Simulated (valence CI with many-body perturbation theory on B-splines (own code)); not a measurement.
# Valence orbitals of Eu²³⁺

Level of theory: relativistic CI+MBPT: four valence electrons over a frozen Dirac-Fock core [Kr], a basis of 9 s, 9 p, 10 d, 8 f, 5 g, 3 h, 1 i functions for each j, with the one-electron correlation potential Σ1, the two-electron term Σ2, the three-electron term Σ3, Breit, model QED; selected CI, second order for the rest (own B-spline code, finite nucleus).

No measured spectrum was set against this ion. As an estimate, terms of the open shell hold to 2 to 4 % of their energy, and close levels can change places. Only levels of the ground parity were solved; by the run's estimate the other parity begins above the list, which can be wrong where configurations are misplaced.

These are the spectroscopic orbitals of the CI (the correlating ones are not listed), shaped by the core and the other valence electrons. h is the expectation value of the core's Dirac-Fock operator, without the valence repulsion; Σ1 is computed up to l = 3 at one energy for each symmetry, that of its lowest orbital but kept below the first core excitation, so for empty shells it is not the orbital's own correlation shift; Breit and QED include the response of the core.

| Orbital | h (hartree) | Σ1 (cm⁻¹) | Breit (cm⁻¹) | QED (cm⁻¹) | ⟨r⟩ (bohr) |
| --- | --- | --- | --- | --- | --- |
| 5s1/2 | -22.225 | -10564 | 1850 | 1466 | 0.9734 |
| 6s1/2 | -14.177 | -4015 | 955 | 759 | 1.525 |
| 7s1/2 | -9.8502 | -2042 | 546 | 439 | 2.204 |
| 5p1/2 | -21.005 | -10027 | 2851 | -44.5 | 0.9995 |
| 6p1/2 | -13.536 | -4015 | 1513 | -22.2 | 1.566 |
| 7p1/2 | -9.4728 | -2093 | 883 | -12.6 | 2.262 |
| 5p3/2 | -20.456 | -9155 | 1703 | 101 | 1.029 |
| 6p3/2 | -13.254 | -3759 | 915 | 55.2 | 1.601 |
| 7p3/2 | -9.3074 | -1980 | 575 | 32.8 | 2.304 |
| 4d3/2 | -32.23 | -20772 | 2954 | -410 | 0.5612 |
| 5d3/2 | -18.467 | -8741 | 1190 | -129 | 1.064 |
| 6d3/2 | -12.204 | -3980 | 632 | -66.4 | 1.675 |
| 4d5/2 | -31.945 | -20265 | 1526 | -249 | 0.5674 |
| 5d5/2 | -18.35 | -8647 | 664 | -69.4 | 1.071 |
| 6d5/2 | -12.142 | -3939 | 357 | -35.3 | 1.684 |
| 4f5/2 | -26.626 | -40030 | 161 | -293 | 0.5571 |
| 5f5/2 | -16.213 | -8635 | 175 | -96.7 | 1.108 |
| 4f7/2 | -26.57 | -37216 | -556 | -247 | 0.5594 |
| 5f7/2 | -16.187 | -8488 | -109 | -77.9 | 1.110 |
| 5g7/2 | -14.793 |  | -89.3 | -30.5 | 1.081 |
| 5g9/2 | -14.787 |  | -135 | -24.7 | 1.081 |

Among the shells of the start configuration 4d4, Σ1 is largest in size for 4d3/2, where it is 0.29 % of h.

Lowest root of each symmetry, sizes in configuration state functions:

| J | Parity | Roots | Reference | Variational | Second order | Change by selected CI (cm⁻¹) | Change by second order (cm⁻¹) |
| --- | --- | --- | --- | --- | --- | --- | --- |
| 0 | even | 5 | 28 | 10142 | 51860 | -4965 | -3 |
| 1 | even | 4 | 51 | 18757 | 128382 | -4071 | -10 |
| 2 | even | 8 | 88 | 25673 | 198779 | -4100 | -16 |
| 3 | even | 6 | 85 | 24815 | 247512 | -4527 | -25 |
| 4 | even | 7 | 91 | 25131 | 216390 | -5279 | -31 |
| 5 | even | 2 | 67 | 22853 | 154286 | -5505 | -22 |
| 6 | even | 2 | 55 | 19344 | 257932 | -5839 | -18 |
